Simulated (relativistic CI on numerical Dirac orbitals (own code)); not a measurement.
**Mn2+: calculation against measurement**

Computed by Dirac-Coulomb-Breit CI, separate exchange-only KLI orbitals for each configuration, QED by a radiative potential, valence Slater integrals scaled by 0.85, P86 correlation energy added to each configuration (own radial code, finite nucleus).

Configurations in the expansion (outside the closed core [Ar]): 3d5, 3d4.4s, 3d4.4p, 3d3.4s2, 3d4.4d, 3d4.5s, 3d4.5p, 3d3.4s.4p, 3d4.4f, 3d4.5d, 3d4.6s, 3d4.6p, 3d4.5f, 3d4.5g, 3d4.6d, 3d4.6f, 3d3.4p2, 3d3.4s.4d. Levels of other configurations are missing.

```tsv
Configuration	Term (tabulated)	J	Measured (cm⁻¹)	Computed	Error	Purity (%)
3d5	a 6S	5/2	0.0	0	0	100
3d5	a 4G	11/2	26824.4	27003	178	100
3d5	a 4G	9/2	26851.1	27029	178	100
3d5	a 4G	5/2	26857.8	27041	184	100
3d5	a 4G	7/2	26859.9	27040	180	100
3d5	a 4P	5/2	29167.7	30841	1673	96
3d5	a 4P	1/2	29207.3	30913	1706	99
3d5	a 4P	3/2	29241.4	30877	1636	97
3d5	a 4D	7/2	32307.3	33501	1193	99
3d5	a 4D	1/2	32368.9	33557	1189	99
3d5	a 4D	5/2	32383.7	33579	1195	97
3d5	a 2I	11/2	39174.4	38619	-555	100
3d5	a 2I	13/2	39176.5	38611	-565	100
3d5	a 2D3	5/2	41238.1	43272	2034	70
3d5	a 2D3	3/2	41569.8	43615	2045	90
3d5	a 2F1	7/2	42606.5	44409	1803	97
3d5	a 4F	9/2	43573.2	44668	1095	98
3d5	a 4F	7/2	43602.5	44697	1095	96
3d5	a 4F †	5/2	43668.8	44659	990	78
3d5	a 4F †	3/2	43674.7	44815	1141	89
3d5	a 2H	9/2	46515.9	47079	563	96
3d5	a 2H	11/2	46670.7	47179	509	99
3d5	a 2G2	7/2	47842.0	48857	1015	99
3d5	a 2G2	9/2	48005.2	48975	969	95
3d5	b 2F2	7/2	51059.7	52554	1494	99
3d5	b 2D2	3/2	61580.2	63809	2229	99
3d5	b 2D2	5/2	61603.8	63815	2211	99
3d4.4s	a 6D	1/2	62457.0	62195	-262	100
3d4.4s	a 6D	3/2	62568.1	62300	-268	100
3d4.4s	a 6D	5/2	62747.5	62469	-279	100
3d4.4s	a 6D	7/2	62988.9	62697	-292	100
3d4.4s	a 6D	9/2	63285.4	62977	-309	100
3d5	b 2G1	7/2	68892.0	70144	1252	99
3d5	b 2G1	9/2	68899.2	70155	1256	99
3d4.4s	b 4D	1/2	71395.3	71100	-295	99
3d4.4s	b 4D	3/2	71564.2	71259	-305	99
3d4.4s	b 4D	5/2	71832.0	71512	-320	99
3d4.4s	b 4D	7/2	72183.3	71845	-339	99
3d4.4s	b 4P	1/2	84610.5	85125	514	99
3d4.4s	a 4H	7/2	84981.6	83454	-1528	99
3d4.4s	a 4H	9/2	85077.1	83543	-1535	99
3d4.4s	b 4P	3/2	85173.9	85638	464	93
3d4.4s	a 4H	11/2	85200.8	83652	-1549	99
3d4.4s	a 4H	13/2	85346.7	83779	-1567	100
3d4.4s	b 4P	5/2	86051.5	86473	421	89
3d4.4s	b 4F	3/2	86486.8	86457	-30	100
3d4.4s	b 4F	5/2	86520.9	86484	-37	88
3d4.4s	b 4F	7/2	86578.2	86532	-47	96
3d4.4s	b 4F	9/2	86654.1	86603	-51	96
3d4.4s	b 4G	5/2	88880.1	88500	-381	97
3d4.4s	b 4G	7/2	89052.4	88657	-396	96
3d4.4s	b 4G	9/2	89204.7	88725	-480	59
3d4.4s	b 4G	11/2	89307.2	88774	-533	69
3d4.4s	b 2P	1/2	89898.1	90733	835	97
3d4.4s	b 2H	9/2	90440.5	88928	-1512	61
3d4.4s	b 2H	11/2	90746.1	89234	-1512	68
3d4.4s	b 2P	3/2	90936.2	91727	791	98
3d4.4s	c 2F	5/2	91906.1	91872	-34	98
3d4.4s	c 2F	7/2	91948.3	91912	-36	94
3d4.4s	c 2G	7/2	94397.2	93981	-417	96
3d4.4s	c 4D	7/2	94697.9	95784	1086	100
3d4.4s	c 2G	9/2	94707.2	94234	-473	99
3d4.4s	c 4D	5/2	94771.5	95852	1080	99
3d4.4s	c 4D	3/2	94850.7	95926	1075	99
3d4.4s	c 4D	1/2	94906.4	95979	1073	99
```

Measured levels from Corliss and Sugar, J. Phys. Chem. Ref. Data 6, 1253 (1977); pairs were made by configuration, J and term (by order where the table uses no LS term), so strongly mixed levels may be paired wrongly.

Mean error by configuration (cm⁻¹): 3d5 1068; 3d4.4s -207. Over the excited levels the mean absolute error is 841 cm⁻¹ (64 of the 66 excited levels that our extract of the source holds in range could be paired, and the others can miss by more), and the median relative error of those above 1,000 cm⁻¹ is 1.1 %. Some levels of the ground configuration have no partner. † marks terms whose computed intervals miss the measured ones by more than a factor of 2.5, or configurations far off the rest, from wrong mixing, a near crossing or a doubtful label or measurement; they are left out of the means.
